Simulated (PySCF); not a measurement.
This script is equivalent to a calculation on Sc³⁺ (scandium, charge +3).

```python
from pyscf import gto, scf, dft, mp, cc
import basis_set_exchange as bse
mol = gto.M(atom="Sc 0 0 0", charge=3, spin=0, symmetry="D2h",
            basis=gto.basis.parse(bse.get_basis("def2-SVP", elements=["Sc"], fmt="nwchem", header=False)))
mf = dft.UKS(mol, xc="M06L")
mf.irrep_nelec = {'Ag': (3, 3), 'B1u': (2, 2), 'B2u': (2, 2), 'B3u': (2, 2)}
mf.kernel()
```

Q: What total energy does it give?

A: -758.858 hartree (calculated).

Q: Which occupied shell lies highest, and where?

A: 3p, at -66.818 eV.
